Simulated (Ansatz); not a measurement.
**Abstraction of F: C3H4AlF + GeHF2 → C3H4Al + GeHF3**

Species: C3H4AlF `C#[C][Al]([CH3])[F]`, singlet; GeHF2 `[F][GeH][F]`, doublet; C3H4Al `C#[C][Al][CH3]`, doublet; GeHF3 `[F][GeH]([F])[F]`, singlet. A radical takes F: the energy is the difference in strength between the Al–F bond broken and the Ge–F bond made.

Shapes, held fixed at every level: PBE0-D4/def2-TZVP. Programs: Ansatz 0.2.0. Electronic energies: no zero-point or thermal term.

| level | kind | ΔE (kJ/mol) | less CCSD(T)/def2-TZVPP | CPU time (sum over the molecules) |
| --- | --- | --- | --- | --- |
| SPW92/def2-TZVPP | LDA | +114.5 | +4.6 | 16 s |
| PBE-D4/def2-TZVPP | GGA | +118.4 | +8.5 | 26 s |
| B3LYP-D4/def2-TZVPP | global hybrid | +127.7 | +17.8 | 43 s |
| BHLYP-D4/def2-TZVPP | global hybrid | +122.2 | +12.3 | 35 s |
| wB97M-V/def2-TZVPP | range-separated hybrid | +132.9 | +23.0 | 1.8 min |
| B2PLYP/def2-TZVPP | double hybrid | +122.9 | +13.0 | 54 s |
| CCSD(T)/def2-TZVPP | coupled cluster or CI | +109.9 | 0.0 | 6.8 min |

The highest level, CCSD(T)/def2-TZVPP, gives ΔE = +109.9 kJ/mol; the levels span +109.9 to +132.9. The column of differences is taken from that level and isn't an error. No measured value is set beside it here. Open shells run unrestricted unless RO is named. Relativity is left out for Ge unless named. Correlated rows may include outer-core shells of Ge, which these sets cover unevenly. Times are processor times on shared x86 and Arm servers, and rough.
